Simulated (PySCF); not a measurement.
```xyz
3
charge 1 multiplicity 3, angstrom
Cl    0.0000    0.0000   -1.7046
Pb    1.9301    0.0000    0.1433
Pb   -1.9301    0.0000    0.1433
```

Computed with UB3LYP in PySCF with Cl def2-SVP, Pb def2-SVP with ECP60; scalar-relativistic core potentials, no spin–orbit coupling; density-fitted integrals.

This geometry of Pb₂Cl⁺ is a stationary point at this level.

Problem. What is the point group?

Solution. C2v.

Problem. Is it a minimum?

Solution. Yes: all harmonic wavenumbers are real, though the softest, 46 cm⁻¹, leaves little margin.

Problem. List the harmonic modes with their infrared intensities.

Solution. 
| symmetry | ω (cm⁻¹) | IR (km/mol) |
| --- | --- | --- |
| a1 | 46 | 0.1 |
| a1 | 245 | 16.1 |
| b2 | 279 | 295 |

Problem. Give the ideal-gas entropy at 298.15 K and 1 bar by parts.

Solution. translation 185.1, rotation 123.7, vibration 34.7, spin 9.1; total 352.6 J/(mol K).

In C2v the vibrations span 2a1 + b2. Here b1 is antisymmetric to the molecular plane and b2 lies in it.

Other isomers or separated fragments may lie lower. At this level a triplet minimum of C2v symmetry lies 56 kJ/mol below this structure. With an element this heavy the missing spin–orbit coupling can shift these numbers.
